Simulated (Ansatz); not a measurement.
The cluster Sr2O3⁻, relaxed as a doublet with UKS PBE0-D4/def2-SVPD in Ansatz, starting from the GFN1-xTB geometry. Force threshold 0.02 eV/Å.

In the def2 sets Sr takes a core potential; there is no spin–orbit coupling. The structure holds 1 bond(s) between oxygen atoms. The highest occupied level of the charge -1 doublet lies above zero (up to 0.58 eV). By energy differences its removal costs 0.28 eV (vertical, to the charge 0 singlet, at PBE0-D4/def2-TZVPD). The relaxation made no stability test and no search for a lower SCF solution. The structure comes from a short search, and lower isomers may exist.

Start:

| atom | x (Å) | y (Å) | z (Å) |
| --- | --- | --- | --- |
| Sr1 | 1.064 | -1.106 | -0.583 |
| Sr2 | -0.593 | 1.246 | 0.893 |
| O3 | -1.174 | -0.766 | -0.099 |
| O4 | -0.759 | 0.192 | -1.166 |
| O5 | 1.463 | 0.433 | 0.956 |

```tsv
step	energy (eV)	largest force component (eV/Å)	SCF passes
1	-7803.0182	0.425	21
2	-7803.0343	0.257	24
3	-7803.0398	0.041	23
4	-7803.0400	0.028	24
5	-7803.0401	0.001	15
```

Force components are those of the run's own axes.

End:

```xyz
5

Sr    1.091   -1.106   -0.573
Sr   -0.576    1.258    0.909
O    -1.191   -0.770   -0.111
O    -0.778    0.188   -1.175
O     1.454    0.430    0.950
```

By distances, no bond broke or formed. The bond that changes most is Sr1–O4, from 2.31 to 2.35 Å (atoms count from 1).

No frequencies were taken in this run, so the end may be a saddle point.

Hardware: 4 threads of Arm Neoverse V1 on a shared host. Wall time 14 s.
